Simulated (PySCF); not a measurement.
# Two-component Hartree-Fock for Ru⁴⁺ (ruthenium, charge +4)

Start: [Kr] 4d4; 4d3/2 filled at m_j = -3/2, -1/2, +1/2, +3/2. Calculated with PySCF 2.14 in x2c-QZVPPall-2c: generalised Hartree-Fock with the X2C-1e Hamiltonian and a Gaussian nucleus; one run each with spin-orbit coupling (SO) switched off, then screened by Boettger's factors.

| spinor shell | electrons | ε, spin-free (eV) | ε, screened SO (eV) | weight of nominal j (screened SO) | rms radius, screened SO (bohr) |
| --- | --- | --- | --- | --- | --- |
| 1s1/2 | 2 | -22288.1 | -22286.9 | 1.000 | 0.0384 |
| 2s1/2 | 2 | -3330.2 | -3329.8 | 1.000 | 0.158 |
| 2p1/2 | 2 | -2981.2 | -3071.8 | 1.000 | 0.137 |
| 2p3/2 | 4 | -2981.2 | -2939.0 | 1.000 | 0.142 |
| 3s1/2 | 2 | -664.38 | -664.23 | 1.000 | 0.428 |
| 3p1/2 | 2 | -546.65 | -562.61 | 1.000 | 0.425 |
| 3p3/2 | 4 | -546.65 | -539.10 | 1.000 | 0.435 |
| 3d3/2 | 4 | -357.48 | -360.50 | 0.962 | 0.416 |
| 3d5/2 | 6 | -357.48 | -355.29 | 0.975 | 0.420 |
| 4s1/2 | 2 | -144.53 | -144.48 | 1.000 | 1.07 |
| 4p1/2 | 2 | -107.99 | -114.86 | 0.690 | 1.17 |
| 4p3/2 | 4 | -107.99 | -104.59 | 0.845 | 1.18 |
| 4d3/2 | 4 | -60.897 | -60.919 | 0.557 | 1.46 |

```csv
quantity,spin-free,screened SO
E (hartree),-4524.31419,-4524.96710
M_J,0,0
⟨J²⟩,4.005,3.623
⟨L²⟩,6.004,5.955
⟨S²⟩,6.001,5.950
```

The determinant has a definite M_J but mixes levels of different J.

Each row is a mean over spinors that exchange with the open shell spreads, by up to 7.246 eV (4s1/2).

Rows whose weight is well below 1 are mixtures of j = l ± 1/2: exchange outweighs spin-orbit coupling there, and the label is only the starting occupation.

Breit and QED terms are absent; they matter most for the inner s and p1/2 levels.

Densities and radii are taken from the X2C orbitals without a picture-change correction, which distorts them close to the nucleus.

Without spin-orbit coupling the j labels of p, d and f shells carry no meaning; the spin-free column gives the mean over the occupied spinors of each nl shell, and its ⟨J²⟩ belongs to a mixture of degenerate components.
